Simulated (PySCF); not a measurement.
**Calculated properties of `CCOCOC(C)=O`**

Compound: C5H10O3.
Numbering: `[CH3:1][CH2:2][O:3][CH2:4][O:5][C:6]([CH3:7])=[O:8]` (hydrogens: H9, H10, H11 on C1; H12, H13 on C2; H14, H15 on C4; H16, H17, H18 on C7)

Some functional groups and rings: ester and ether.

From GFN2-xTB geometry:

- Point group of the GFN2-xTB geometry: C1
- Rotational constants A, B, C of the GFN2-xTB geometry: 3.453, 1.351, 1.156 GHz

wB97X-D/def2-SVPD ground state and vertical TDDFT (core frozen in the response) (PySCF):

* Dipole moment: 1.13 D
* HOMO energy: -9.82 eV
* LUMO energy: 1.86 eV
* HOMO–LUMO gap: 11.68 eV
* Lowest singlet excitation: 5.97 eV (208 nm, f = 0.000)
* Strongest line among the 8 lowest singlet transitions: S5 at 8.40 eV (148 nm, f = 0.107)
* Lowest triplet excitation (Tamm–Dancoff): 5.50 eV
* Static isotropic polarisability: 71.7 au
* Electronic spatial extent ⟨r²⟩ about the centre of nuclear charge: 1105 bohr²

From PBE0/pcSseg-1 ground state and GIAO shieldings, non-relativistic (PySCF):

* Lowest Hirshfeld atomic charge: -0.25 e on O8
* Highest Hirshfeld atomic charge: +0.22 e on C6
* 13C chemical shifts (computed TMS as zero) by class: 177.8 (C6), 84.9 (C4), 63.8 (C2), 23.1 (C7), 13.9 (C1) ppm
* 1H chemical shifts (computed TMS as zero) by class: 5.64 (H14/H15), 3.74 (H12/H13), 2.19 (H16/H17/H18), 1.39 (H9/H10/H11) ppm
* Isotropic shieldings of nuclei other than C and H, by class: -92 (O8), 99 (O5), 252 (O3) ppm
* Mayer bond orders between heavy atoms: C1–C2 1.06, C2–O3 0.90, O3–C4 1.03, C4–O5 0.85, O5–C6 1.09, C6–C7 1.00, C6–O8 1.94

Monoisotopic mass from the formula: 118.0630 u.

The dipole equals about 3.8 × 10⁻³⁰ C·m (1 D = 3.33564 × 10⁻³⁰ C·m). With B = h/(8π²I), that is 505.379 GHz u Å² over I, the principal moments of inertia are 146.4, 374.0 and 437.3 u Å² (most abundant isotopes); the inertial defect Ic − Ia − Ib is -83.1 u Å² (zero for a rigid planar frame, negative otherwise). No computed singlet falls in the visible range (750 to 380 nm, 1.65 to 3.26 eV); S1 lies 2.71 eV above its blue end. In wavenumbers S1 is 48100 cm⁻¹ (1 eV = 8065.54 cm⁻¹).

The structure is a single GFN2-xTB conformer in the gas phase; no vibrational or solvent corrections. NMR classes are plain means over equivalent atoms (diastereotopic ones count apart unless rotation or inversion swaps them), as if these changed places fast; in this geometry the members of some classes differ.

The values belong to the conformer `[CH3:1][CH2:2][O:3][CH2:4][O:5][C:6]([CH3:7])=[O:8]`: C1–C2–O3–C4 65°, C2–O3–C4–O5 69°, O3–C4–O5–C6 -105°, C4–O5–C6–C7 179°.
